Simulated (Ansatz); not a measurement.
Vertical ionisation energy (eV) of eight halogen compounds: PBE beside CAM-B3LYP, computed with Ansatz (a quantum-chemistry and plane-wave program) for isolated molecules in the bases named; differences from unrounded values. The eight are the first of their class met in an unordered collection, after screening for sound electronic states; none was chosen by its value. Functionals give these values as differences of separate SCF runs (ΔSCF), EOM-CCSD as a root; each molecule has one DFT geometry for both levels.

```tsv
molecule	basis	CAM-B3LYP	PBE	difference
2-chlorobuta-1,3-diene (C4H5Cl), SMILES ClC(C=C)=C	def2-SVPD	9.14	8.97	-0.17
C4H7F, SMILES C/C=C(\C)F	def2-SVPD	9.22	8.99	-0.22
1,1,2,2-tetrafluoroethane (C2H2F4), SMILES C(F)(F)C(F)F	def2-SVPD	12.89	11.81	-1.07
C4H5Br, SMILES C=CC(=C)Br	def2-SVPD	9.07	8.85	-0.22
1,1-dichlorocyclopropane (C3H4Cl2), SMILES C1CC1(Cl)Cl	def2-SVPD	10.27	9.68	-0.58
C3H3F3, SMILES C=C(F)C(F)F	def2-SVPD	10.83	10.61	-0.22
CH3ClOSe, SMILES CO[Se]Cl	def2-SVPD	9.24	8.81	-0.42
C₄H₂BrCl, SMILES C#C/C=C(/Cl)Br	def2-SVPD	9.12	8.79	-0.33
```

PBE lies below CAM-B3LYP in 8 and above it in 0 of the eight; the mean signed difference is -0.40 and the largest -1.07 eV.
